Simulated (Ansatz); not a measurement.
`[SiH3][SiH2][SnH3]` + `[SiH3][BH][AlH][SiH3]` → `[SiH3]B[SiH2][SiH3]` + `[SiH3][AlH][SnH3]`  (redistribution)

Isolated molecules relaxed with PBE0-D4/def2-TZVP in Ansatz; ΔE leaves out vibrations. CCSD(T)/CBS adds triple-zeta CCSD(T) − MP2 to the extrapolated MP2 energy (def2 sets, frozen cores). DFT in def2-TZVPP. B3LYP here is the variant with VWN-RPA as its local correlation; programs differ in this. def2 core potentials past Kr. For Sn outer-core shells are correlated without core-valence functions, which leaves a few kJ/mol of doubt a bond. Each species was taken in one conformer, which may not be the lowest.

`[SiH3][SiH2][SnH3]`:

Cartesian coordinates in Å:
```
Si 1.358 0.552 -1.406
Si -0.663 0.760 -0.253
Sn -0.862 -1.060 1.540
H 1.501 1.599 -2.454
H 1.426 -0.785 -2.054
H 2.491 0.674 -0.450
H -1.805 0.638 -1.201
H -0.743 2.097 0.398
H 0.423 -0.935 2.658
H -0.794 -2.609 0.824
H -2.333 -0.930 2.397
```

`[SiH3][BH][AlH][SiH3]`:

```xyz
12

Si   -1.692   -1.840    0.345
B    -0.062   -1.319   -0.706
Al    0.417    0.666   -1.182
Si    1.547    2.089    0.484
H    -2.780   -0.823    0.350
H    -2.282   -3.146   -0.062
H    -1.202   -1.971    1.753
H     0.685   -2.227   -0.949
H    -0.002    1.316   -2.576
H     1.970    1.338    1.700
H     0.637    3.183    0.932
H     2.764    2.734   -0.089
```

`[SiH3]B[SiH2][SiH3]`:

Z-matrix (Å, degrees):
```
Si
B 1 2.005
H 1 1.490 2 113.3
H 1 1.495 2 105.6 3 -117.8
H 1 1.489 2 113.5 3 124.3
Si 2 1.975 1 121.6 3 -136.1
H 2 1.197 1 118.9 3 38.5
Si 6 2.361 2 98.5 1 86.1
H 6 1.489 2 117.7 1 -158.4
H 6 1.489 2 115.0 1 -26.8
H 8 1.487 6 110.2 2 -56.9
H 8 1.487 6 110.5 2 63.2
H 8 1.488 6 109.8 2 -176.7
```

`[SiH3][AlH][SnH3]`:

Z-matrix (Å, degrees):
```
Si
Al 1 2.456
H 1 1.489 2 114.3
H 1 1.492 2 109.8 3 121.3
H 1 1.492 2 109.8 3 -121.4
Sn 2 2.662 1 119.8 3 -179.6
H 2 1.590 1 121.6 3 0.4
H 6 1.713 2 111.9 1 119.6
H 6 1.713 2 112.0 1 -121.3
H 6 1.712 2 113.4 1 -0.8
```

Problem. Is it downhill or uphill in electronic energy at CCSD(T)/CBS, and by how much? (Best estimate.)

Solution. The calculation gave: Downhill: ΔE = -0.23 eV.

Problem. What do these levels give: B3LYP-D4, ωB97X-V, ωB97M-V, B2PLYP, PBE, PBE0, B3LYP, SCS-MP2/def2-TZVPP, CCSD(T)/def2-TZVPP, HF/def2-QZVPP, MP2/def2-QZVPP, MP2/CBS(def2)? (An estimate is asked.)

Solution. The calculation gave: B3LYP-D4 -0.24, ωB97X-V -0.21, ωB97M-V -0.23, B2PLYP -0.23, PBE -0.24, PBE0 -0.23, B3LYP -0.22, SCS-MP2/def2-TZVPP -0.23, CCSD(T)/def2-TZVPP -0.23, HF/def2-QZVPP -0.18, MP2/def2-QZVPP -0.24, MP2/CBS(def2) -0.25 eV.

Largest T1 diagnostic among the species: 0.015.

In def2-TZVPP, CCSD(T) changes the Hartree–Fock value by −0.05 eV (the triples alone add −0.01 eV) and MP2 by −0.06 eV.
